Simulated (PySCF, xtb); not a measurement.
C3H8FNSi, SMILES CC/N=C/[SiH2]F. One conformer was computed; it need not be the lowest.

Harmonic wavenumbers (cm⁻¹) from GFN2-xTB (xtb) at its own minimum, in rising order: 17, 89, 106, 156, 202, 249, 392, 412, 507, 559, 711, 755, 782, 812, 849, 873, 935, 1080, 1100, 1154, 1235, 1304, 1331, 1398, 1462, 1485, 1498, 1716, 2326, 2356, 2748, 2815, 2936, 3035, 3040, 3052.

What does PBE0-D3(BJ)/def2-SVP (PySCF) give at its own minimum? (An estimate is asked for; the answer gives what the named calculation found.)

32, 95, 101, 159, 238, 276, 396, 441, 617, 728, 785, 827, 864, 900, 928, 936, 963, 1083, 1126, 1167, 1274, 1317, 1360, 1396, 1457, 1461, 1481, 1757, 2264, 2270, 2973, 2986, 3063, 3084, 3162, 3170. Paired by order, the mean absolute difference is 57 cm⁻¹ and the zero-point energies are 65.0 and 67.4 kcal/mol.
